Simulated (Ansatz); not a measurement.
Cost and result for the atomization energy of C2H6FGeN (`N[C]1(F)[CH2][GeH2]1`) (11 atoms, 11 bonds).

Cartesian coordinates in Å:
```
N 0.053 -1.440 0.728
C -0.470 -0.277 0.164
F -1.863 -0.209 0.150
C 0.140 0.168 -1.142
Ge 0.517 1.403 0.338
H -0.212 -1.562 1.695
H -0.180 -2.269 0.192
H 0.934 -0.451 -1.545
H -0.570 0.534 -1.876
H -0.249 2.719 0.320
H 1.900 1.384 0.974
```

Charge 0, multiplicity 1. Correlated methods include outer-core shells of Ge, which these sets cover unevenly. Scalar relativity is left out up to krypton. The structure was optimised at the PBE0-D4/def2-TZVP level. It is one conformer, not always the lowest. Program: Ansatz. All runs use 4 threads of an Arm Neoverse V2 on a shared host. Times are those of one run each, without the atoms' runs, and a repeat can differ threefold. Electronic energies, without spin–orbit coupling; frozen cores. CCSD(T)/CBS adds CCSD(T) − MP2 in def2-TZVPP to the MP2 limit, and its time is that of the two runs behind it. T1 = 0.012. With those shells the extrapolation isn't a true limit. B3LYP takes the VWN-RPA correlation (the form of Gaussian; ORCA's B3LYP/G).

CCSD(T)/CBS is a level of theory with its own doubt, some kJ/mol a heavy atom from the limit and from the frozen cores, so smaller differences don't rank the functionals.

```
                             level  functions  wall time  atomization (kcal/mol)  difference from CCSD(T)/CBS  per bond
   PBE-D4/def2-TZVPP (with forces)        256      2.4 s                   941.4                         25.1       2.3
                PBE0-D4/def2-TZVPP        256        3 s                   918.9                          2.6       0.2
 B3LYP-D4/def2-TZVPP (with forces)        256      4.5 s                   912.8                         -3.5      -0.3
r2SCAN-D4/def2-TZVPP (with forces)        256      4.8 s                   917.4                          1.1       0.1
                 B2PLYP/def2-TZVPP        256      5.5 s                   903.2                        -13.1      -1.2
                ωB97X-V/def2-TZVPP        256      7.5 s                   919.8                          3.5       0.3
  ωB97M-V/def2-TZVPP (with forces)        256       11 s                   915.9                         -0.4       0.0
                    MP2/def2-QZVPP        497       25 s                   920.9                          4.6       0.4
                CCSD(T)/def2-TZVPP        256    3.9 min                   890.8                        -25.5      -2.3
                 CCSD(T)/CBS(def2)          –    4.4 min                   916.3                          0.0       0.0
```

From PBE to PBE0 (25 % exact exchange), in def2-TZVPP and without D4, the atomization energy moves by −21.7 kcal/mol: exact exchange takes away binding that semilocal exchange gives to molecules. In def2-TZVPP, CCSD(T) changes the Hartree–Fock value by +268.5 kcal/mol (the triples alone add +16.9 kcal/mol) and MP2 by +283.7 kcal/mol; breaking electron pairs costs correlation energy, which Hartree–Fock lacks. The D4 term adds +8.3 kcal/mol with B3LYP and +4.3 kcal/mol with PBE0; it sums over pairs of atoms, weighted by their polarisabilities, and B3LYP, whose exchange is more repulsive, gets the larger term.
